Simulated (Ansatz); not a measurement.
The same ligand exchange along the group Si, Ge, Sn.

Gas-phase electronic energies from Ansatz, PBE0-D4/def2-TZVP geometries. CCSD(T)/CBS is the MP2 limit (def2-TZVPP, def2-QZVPP) plus CCSD(T) − MP2 in def2-TZVPP, frozen cores. Small cases extrapolate CCSD(T) itself. Elements past krypton have def2 core potentials. For Ge, Sn outer-core shells are correlated without core-valence functions, which leaves a few kJ/mol of doubt a bond. Scalar relativity is left out up to krypton. Each species was taken in one conformer, which may not be the lowest.

(1) Order these by ΔE at CCSD(T)/CBS, lowest first. (An estimate is asked.)
A. `[NH2][Ge][NH2]` + H₂S → `[NH2][Ge][SH]` + NH₃
B. `N[Si]N` + H₂S → `N[Si]S` + NH₃
C. `[NH2][Sn][NH2]` + H₂S → `[NH2][Sn][SH]` + NH₃

Largest T1 diagnostic: 0.016, for `[NH2][Sn][SH]`.

Extrapolated directly: `N[Si]N` + H₂S → `N[Si]S` + NH₃.

## Answers

(1) C (-71.0 kJ/mol), A (-44.7 kJ/mol), B (-10.2 kJ/mol).
